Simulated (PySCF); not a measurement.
**Exercise with solution: dipole moment from atomic charges**

B(H)(OH)(PH2) (BH4OP), SMILES OBP. Atoms are numbered in the order given.

```xyz
7

B     -0.0634    -0.7356     0.4681
H     -0.8445    -1.3104     1.1708
O      1.1494    -1.3113     0.3224
H      1.7539    -0.8323    -0.2510
P     -0.5424     0.9866    -0.2405
H     -1.8028     0.5982    -0.7547
H      0.1512     0.9138    -1.4773
```

The structure is a stationary point at PBE0-D3(BJ)/def2-TZVP. One conformer was computed; it need not be the lowest.

Charges (e) from B3LYP/def2-TZVPD (PySCF):

```json
[
 {"atom": "B1", "ESP fit": "0.334", "IAO": "0.107"},
 {"atom": "H2", "ESP fit": "-0.053", "IAO": "0.001"},
 {"atom": "O3", "ESP fit": "-0.583", "IAO": "-0.507"},
 {"atom": "H4", "ESP fit": "0.433", "IAO": "0.371"},
 {"atom": "P5", "ESP fit": "-0.253", "IAO": "0.059"},
 {"atom": "H6", "ESP fit": "0.072", "IAO": "-0.004"},
 {"atom": "H7", "ESP fit": "0.051", "IAO": "-0.027"}
]
```

The dipole moment of the full density is 1.41 D.

Question: What dipole moment does each set of point charges give, and which comes closer to that of the density?

Answer: 
μ = Σ q r, and 1 e Å = 4.8032 D.
ESP fit: Σ q r = (0.128, 0.068, -0.271) e Å, |μ| = 1.48 D.
IAO: Σ q r = (0.031, 0.307, -0.177) e Å, |μ| = 1.71 D.
ESP fit comes closer in size. Point charges leave out the atoms' own dipoles (lone pairs, polarised bonds); fits to the potential absorb them, partitions of the density don't.
